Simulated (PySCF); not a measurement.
## V: excitation energy

V [Ar] 3d3 4s2 (4F) → V [Ar] 3d3 4s1 4p1 (high-spin determinant), as a difference of total energies. All numbers are calculated (PySCF 2.14, scalar relativity by spin-free X2C-1e, in ANO-RCC-VTZP (6s5p3d2f1g, 59 functions)). Correlated levels: valence: [Ar] frozen; valence and next inner shell: [Ne] frozen. The calculations carry no spin-orbit coupling.

| method | excitation energy (eV) |
| --- | --- |
| UHF | 1.049 |
| LDA | 2.256 |
| PBE | 2.045 |
| PBE0 | 1.895 |
| r2SCAN | 1.694 |
| B2PLYP | 2.229 |
| M06-2X | 2.678 |
| BLYP | 2.454 |
| MP2 (valence) | 1.749 |
| SCS-MP2 (valence) | 2.008 |
| MP2 (valence and next inner shell) | 1.901 |
| SCS-MP2 (valence and next inner shell) | 2.071 |

Task: How much does correlation contribute at MP2 (valence and next inner shell)?

Result: 1.901 − (1.049) = 0.852 eV, measured against UHF.

A first-order spin-orbit estimate (lowest level to lowest level, LS coupling) adds -0.011 eV.

The basis was made for the ground configuration and has no added diffuse functions, so the excitation energy can come out too high.

The determinant of the upper state mixes LS terms, which raises its energy above the lowest term, most at the Hartree-Fock and MP2 levels.
